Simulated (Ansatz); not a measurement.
Ansatz (a quantum-chemistry and plane-wave program) input (B3LYP/LANL2DZ): The .json file is the Basis Set Exchange's LANL2DZ.

Ansatz 0.2 input:
```yaml
crystal:
  periodic: [false, false, false]
  atoms:
    - {symbol: S, position_ang: [-0.13888100, 0.45328100, 2.04982700]}
    - {symbol: Si, position_ang: [-0.07407500, 0.05327700, 0.01373300]}
    - {symbol: S, position_ang: [1.66878200, -1.18966900, -0.07808800]}
    - {symbol: Cl, position_ang: [0.08858600, 1.73093800, -1.15061700]}
    - {symbol: Cl, position_ang: [-1.61512000, -1.07194200, -0.72587200]}
    - {symbol: H, position_ang: [2.50971600, -0.16661000, 0.16022500]}
basis:
  gaussian:
    orbitals: LANL2DZ.json
hamiltonian:
  xc: {name: B3LYP}
magnetization: {spin_polarized: true, initial_magnetization: 1}
relax: {f_tol: 0.003, max_steps: 120}
```

Output:

```
Functional definition: B3LYP
integrals: 0.01 GiB planned
689 factors; integrals over basis functions are off by at most 1.7e-4 eV
mean field: 0.19 GiB planned
mean field evaluation 1: about -1484.2149 eV, gradient 1.5e1 eV
mean field evaluation 2: about -1483.1089 eV, gradient 2.0e1 eV
mean field evaluation 4: about -1486.2320 eV, gradient 1.9e0 eV
mean field evaluation 8: about -1486.2586 eV, gradient 6.9e-2 eV
mean field evaluation 16: about -1486.2588 eV, gradient 3.3e-4 eV
mean field -1486.25875399 eV, -54.6190017866 hartree, gradient 7.3e-6 eV, S^2 0.752894; 2 other end points of the search recorded, 0 dependent functions left out
the calculation of the forces begins
reference -1486.25898408 eV, -54.6190102426 hartree; 16, 15 occupied and 26, 27 virtual orbitals, 689 factors
relax step   1: F+E_penalty+E_count = -1486.25875399 eV  Δ(F+E_penalty+E_count) = +0.000e0 eV  max|allowed force component| = 2.020e0 eV/Å  Δτ_max = 0.0000 Å  (46 SCF iters, accepted)
these checks for a lower state are left out or cut short: starts, cluster_reference, orbital_swaps, neighbouring_geometries, increment
integrals: 0.01 GiB planned
689 factors; integrals over basis functions are off by at most 1.7e-4 eV
mean field: 0.19 GiB planned
mean field evaluation 32: about -1486.7072 eV, gradient 9.1e-3 eV
mean field -1486.70724776 eV, -54.6354836288 hartree, gradient 4.0e-7 eV, S^2 0.753263; 0 other end points of the search recorded, 0 dependent functions left out
the calculation of the forces begins
reference -1486.70748212 eV, -54.6354922413 hartree; 16, 15 occupied and 26, 27 virtual orbitals, 689 factors
relax step   2: F+E_penalty+E_count = -1486.70724776 eV  Δ(F+E_penalty+E_count) = -4.485e-1 eV  max|allowed force component| = 5.840e-1 eV/Å  Δτ_max = 0.1956 Å  (58 SCF iters, accepted)
these checks for a lower state are left out or cut short: starts, cluster_reference, orbital_swaps, neighbouring_geometries, increment
integrals: 0.01 GiB planned
689 factors; integrals over basis functions are off by at most 1.6e-4 eV
mean field: 0.19 GiB planned
mean field -1486.71664887 eV, -54.6358291132 hartree, gradient 9.2e-7 eV, S^2 0.753096; 0 other end points of the search recorded, 0 dependent functions left out
the calculation of the forces begins
reference -1486.71688397 eV, -54.6358377532 hartree; 16, 15 occupied and 26, 27 virtual orbitals, 689 factors
relax step   3: F+E_penalty+E_count = -1486.71664887 eV  Δ(F+E_penalty+E_count) = -9.401e-3 eV  max|allowed force component| = 3.609e-1 eV/Å  Δτ_max = 0.0932 Å  (60 SCF iters, accepted)
these checks for a lower state are left out or cut short: starts, cluster_reference, orbital_swaps, neighbouring_geometries, increment
integrals: 0.01 GiB planned
689 factors; integrals over basis functions are off by at most 1.6e-4 eV
mean field: 0.19 GiB planned
mean field evaluation 64: about -1486.7253 eV, gradient 2.3e-5 eV
mean field -1486.72528219 eV, -54.6361463820 hartree, gradient 2.2e-7 eV, S^2 0.752949; 0 other end points of the search recorded, 0 dependent functions left out
the calculation of the forces begins
reference -1486.72551676 eV, -54.6361550023 hartree; 16, 15 occupied and 26, 27 virtual orbitals, 689 factors
relax step   4: F+E_penalty+E_count = -1486.72528219 eV  Δ(F+E_penalty+E_count) = -8.633e-3 eV  max|allowed force component| = 1.735e-1 eV/Å  Δτ_max = 0.1099 Å  (60 SCF iters, accepted)
these checks for a lower state are left out or cut short: starts, cluster_reference, orbital_swaps, neighbouring_geometries, increment
integrals: 0.01 GiB planned
689 factors; integrals over basis functions are off by at most 1.6e-4 eV
mean field: 0.19 GiB planned
mean field -1486.72765117 eV, -54.6362334404 hartree, gradient 8.0e-6 eV, S^2 0.753000; 0 other end points of the search recorded, 0 dependent functions left out
the calculation of the forces begins
reference -1486.72788666 eV, -54.6362420944 hartree; 16, 15 occupied and 26, 27 virtual orbitals, 689 factors
relax step   5: F+E_penalty+E_count = -1486.72765117 eV  Δ(F+E_penalty+E_count) = -2.369e-3 eV  max|allowed force component| = 1.175e-1 eV/Å  Δτ_max = 0.1219 Å  (37 SCF iters, accepted)
these checks for a lower state are left out or cut short: starts, cluster_reference, orbital_swaps, neighbouring_geometries, increment
integrals: 0.01 GiB planned
689 factors; integrals over basis functions are off by at most 1.6e-4 eV
mean field: 0.19 GiB planned
mean field -1486.73190931 eV, -54.6363899242 hartree, gradient 6.4e-6 eV, S^2 0.752913; 0 other end points of the search recorded, 0 dependent functions left out
the calculation of the forces begins
reference -1486.73214490 eV, -54.6363985817 hartree; 16, 15 occupied and 26, 27 virtual orbitals, 689 factors
relax step   6: F+E_penalty+E_count = -1486.73190931 eV  Δ(F+E_penalty+E_count) = -4.258e-3 eV  max|allowed force component| = 2.631e-2 eV/Å  Δτ_max = 0.0488 Å  (39 SCF iters, accepted)
these checks for a lower state are left out or cut short: starts, cluster_reference, orbital_swaps, neighbouring_geometries, increment
integrals: 0.01 GiB planned
689 factors; integrals over basis functions are off by at most 1.6e-4 eV
mean field: 0.19 GiB planned
mean field evaluation 96: about -1486.7312 eV, gradient 3.0e-1 eV
[...]
reference -1486.72788666 eV, -54.6362420944 hartree; 16, 15 occupied and 26, 27 virtual orbitals, 689 factors
relax step   5: F+E_penalty+E_count = -1486.72765117 eV  Δ(F+E_penalty+E_count) = -2.369e-3 eV  max|allowed force component| = 1.175e-1 eV/Å  Δτ_max = 0.1219 Å  (37 SCF iters, accepted)
these checks for a lower state are left out or cut short: starts, cluster_reference, orbital_swaps, neighbouring_geometries, increment
integrals: 0.01 GiB planned
689 factors; integrals over basis functions are off by at most 1.6e-4 eV
mean field: 0.19 GiB planned
mean field -1486.73190931 eV, -54.6363899242 hartree, gradient 6.4e-6 eV, S^2 0.752913; 0 other end points of the search recorded, 0 dependent functions left out
the calculation of the forces begins
reference -1486.73214490 eV, -54.6363985817 hartree; 16, 15 occupied and 26, 27 virtual orbitals, 689 factors
relax step   6: F+E_penalty+E_count = -1486.73190931 eV  Δ(F+E_penalty+E_count) = -4.258e-3 eV  max|allowed force component| = 2.631e-2 eV/Å  Δτ_max = 0.0488 Å  (39 SCF iters, accepted)
these checks for a lower state are left out or cut short: starts, cluster_reference, orbital_swaps, neighbouring_geometries, increment
integrals: 0.01 GiB planned
689 factors; integrals over basis functions are off by at most 1.6e-4 eV
mean field: 0.19 GiB planned
mean field evaluation 96: about -1486.7312 eV, gradient 3.0e-1 eV
mean field -1486.73219896 eV, -54.6364005684 hartree, gradient 2.3e-6 eV, S^2 0.752913; 0 other end points of the search recorded, 0 dependent functions left out
the calculation of the forces begins
reference -1486.73243453 eV, -54.6364092255 hartree; 16, 15 occupied and 26, 27 virtual orbitals, 689 factors
relax step   7: F+E_penalty+E_count = -1486.73219896 eV  Δ(F+E_penalty+E_count) = -2.896e-4 eV  max|allowed force component| = 3.220e-2 eV/Å  Δτ_max = 0.0130 Å  (35 SCF iters, accepted)
these checks for a lower state are left out or cut short: starts, cluster_reference, orbital_swaps, neighbouring_geometries, increment
integrals: 0.01 GiB planned
689 factors; integrals over basis functions are off by at most 1.6e-4 eV
mean field: 0.19 GiB planned
mean field -1486.73242062 eV, -54.6364087144 hartree, gradient 6.7e-6 eV, S^2 0.752863; 0 other end points of the search recorded, 0 dependent functions left out
the calculation of the forces begins
reference -1486.73265610 eV, -54.6364173679 hartree; 16, 15 occupied and 26, 27 virtual orbitals, 689 factors
relax step   8: F+E_penalty+E_count = -1486.73242062 eV  Δ(F+E_penalty+E_count) = -2.217e-4 eV  max|allowed force component| = 9.987e-3 eV/Å  Δτ_max = 0.0176 Å  (38 SCF iters, accepted)
these checks for a lower state are left out or cut short: starts, cluster_reference, orbital_swaps, neighbouring_geometries, increment
integrals: 0.01 GiB planned
689 factors; integrals over basis functions are off by at most 1.6e-4 eV
mean field: 0.19 GiB planned
mean field -1486.73215646 eV, -54.6363990068 hartree, gradient 5.5e-6 eV, S^2 0.752889; 0 other end points of the search recorded, 0 dependent functions left out
the calculation of the forces begins
reference -1486.73239185 eV, -54.6364076571 hartree; 16, 15 occupied and 26, 27 virtual orbitals, 689 factors
relax step   9: F+E_penalty+E_count = -1486.73215646 eV  Δ(F+E_penalty+E_count) = +2.642e-4 eV  max|allowed force component| = 3.861e-2 eV/Å  Δτ_max = 0.0133 Å  (37 SCF iters, rejected (line search))
these checks for a lower state are left out or cut short: starts, cluster_reference, orbital_swaps, neighbouring_geometries, increment
integrals: 0.01 GiB planned
689 factors; integrals over basis functions are off by at most 1.6e-4 eV
mean field: 0.19 GiB planned
mean field evaluation 128: about -1486.7368 eV, gradient 1.9e-1 eV
mean field -1486.73250248 eV, -54.6364117226 hartree, gradient 4.6e-6 eV, S^2 0.752850; 0 other end points of the search recorded, 0 dependent functions left out
the calculation of the forces begins
reference -1486.73273792 eV, -54.6364203749 hartree; 16, 15 occupied and 26, 27 virtual orbitals, 689 factors
relax step  10: F+E_penalty+E_count = -1486.73250248 eV  Δ(F+E_penalty+E_count) = -8.186e-5 eV  max|allowed force component| = 4.188e-3 eV/Å  Δτ_max = 0.0066 Å  (34 SCF iters, accepted)
these checks for a lower state are left out or cut short: starts, cluster_reference, orbital_swaps, neighbouring_geometries, increment
integrals: 0.01 GiB planned
689 factors; integrals over basis functions are off by at most 1.6e-4 eV
mean field: 0.19 GiB planned
mean field -1486.73253123 eV, -54.6364127790 hartree, gradient 9.8e-6 eV, S^2 0.752830; 0 other end points of the search recorded, 0 dependent functions left out
the calculation of the forces begins
reference -1486.73276662 eV, -54.6364214295 hartree; 16, 15 occupied and 26, 27 virtual orbitals, 689 factors
relax step  11: F+E_penalty+E_count = -1486.73253123 eV  Δ(F+E_penalty+E_count) = -2.875e-5 eV  max|allowed force component| = 6.439e-3 eV/Å  Δτ_max = 0.0100 Å  (33 SCF iters, accepted)
these checks for a lower state are left out or cut short: starts, cluster_reference, orbital_swaps, neighbouring_geometries, increment
integrals: 0.01 GiB planned
689 factors; integrals over basis functions are off by at most 1.6e-4 eV
mean field: 0.19 GiB planned
mean field -1486.73253379 eV, -54.6364128734 hartree, gradient 5.0e-6 eV, S^2 0.752820; 0 other end points of the search recorded, 0 dependent functions left out
the calculation of the forces begins
reference -1486.73276917 eV, -54.6364215234 hartree; 16, 15 occupied and 26, 27 virtual orbitals, 689 factors
relax step  12: F+E_penalty+E_count = -1486.73253379 eV  Δ(F+E_penalty+E_count) = -2.568e-6 eV  max|allowed force component| = 3.628e-3 eV/Å  Δτ_max = 0.0028 Å  (32 SCF iters, accepted)
these checks for a lower state are left out or cut short: starts, cluster_reference, orbital_swaps, neighbouring_geometries, increment
integrals: 0.01 GiB planned
689 factors; integrals over basis functions are off by at most 1.6e-4 eV
mean field: 0.19 GiB planned
mean field evaluation 160: about -1486.7325 eV, gradient 2.4e-5 eV
mean field -1486.73253421 eV, -54.6364128887 hartree, gradient 1.5e-7 eV, S^2 0.752822; 0 other end points of the search recorded, 0 dependent functions left out
the calculation of the forces begins
reference -1486.73276959 eV, -54.6364215388 hartree; 16, 15 occupied and 26, 27 virtual orbitals, 689 factors
relax step  13: F+E_penalty+E_count = -1486.73253421 eV  Δ(F+E_penalty+E_count) = -4.166e-7 eV  max|allowed force component| = 6.771e-3 eV/Å  Δτ_max = 0.0007 Å  (50 SCF iters, accepted)
these checks for a lower state are left out or cut short: starts, cluster_reference, orbital_swaps, neighbouring_geometries, increment
integrals: 0.01 GiB planned
689 factors; integrals over basis functions are off by at most 1.6e-4 eV
mean field: 0.19 GiB planned
mean field -1486.73253442 eV, -54.6364128965 hartree, gradient 1.2e-7 eV, S^2 0.752820; 0 other end points of the search recorded, 0 dependent functions left out
the calculation of the forces begins
reference -1486.73276982 eV, -54.6364215471 hartree; 16, 15 occupied and 26, 27 virtual orbitals, 689 factors
relax step  14: F+E_penalty+E_count = -1486.73253442 eV  Δ(F+E_penalty+E_count) = -2.114e-7 eV  max|allowed force component| = 3.787e-3 eV/Å  Δτ_max = 0.0012 Å  (51 SCF iters, accepted)
these checks for a lower state are left out or cut short: starts, cluster_reference, orbital_swaps, neighbouring_geometries, increment
integrals: 0.01 GiB planned
689 factors; integrals over basis functions are off by at most 1.6e-4 eV
mean field: 0.19 GiB planned
mean field -1486.73253567 eV, -54.6364129425 hartree, gradient 5.6e-6 eV, S^2 0.752821; 0 other end points of the search recorded, 0 dependent functions left out
the calculation of the forces begins
reference -1486.73277106 eV, -54.6364215927 hartree; 16, 15 occupied and 26, 27 virtual orbitals, 689 factors
relax step  15: F+E_penalty+E_count = -1486.73253567 eV  Δ(F+E_penalty+E_count) = -1.252e-6 eV  max|allowed force component| = 2.344e-4 eV/Å  Δτ_max = 0.0009 Å  (26 SCF iters, accepted)
integrals: 0.01 GiB planned
689 factors; integrals over basis functions are off by at most 1.6e-4 eV
mean field: 0.19 GiB planned
mean field evaluation 192: about -1482.6165 eV, gradient 2.3e1 eV
mean field -1486.73253567 eV, -54.6364129425 hartree, gradient 5.6e-6 eV, S^2 0.752821; 3 other end points of the search recorded, 0 dependent functions left out
the calculation of the forces begins
reference -1486.73277106 eV, -54.6364215927 hartree; 16, 15 occupied and 26, 27 virtual orbitals, 689 factors
Total energy: -1486.73277106 eV, -54.6364215927 hartree
Atom 0 at    -0.260769     0.545361     2.168648 Å, force    -0.000006    -0.000145    -0.000113 eV/Å
Atom 1 at    -0.080206     0.049758     0.031303 Å, force    -0.000132     0.000234     0.000051 eV/Å
Atom 2 at     1.748384    -1.233278    -0.143462 Å, force    -0.000032     0.000058    -0.000067 eV/Å
Atom 3 at     0.056626     1.845888    -1.179215 Å, force     0.000040    -0.000162    -0.000026 eV/Å
Atom 4 at    -1.697181    -1.152705    -0.749235 Å, force     0.000213     0.000063     0.000126 eV/Å
Atom 5 at     2.672155    -0.245749     0.141169 Å, force    -0.000083    -0.000048     0.000029 eV/Å
Dipole moment:     0.395240     0.089024     0.200052 e Å
```

The geometry given is a B3LYP-D3(BJ)/def2-TZVP minimum.
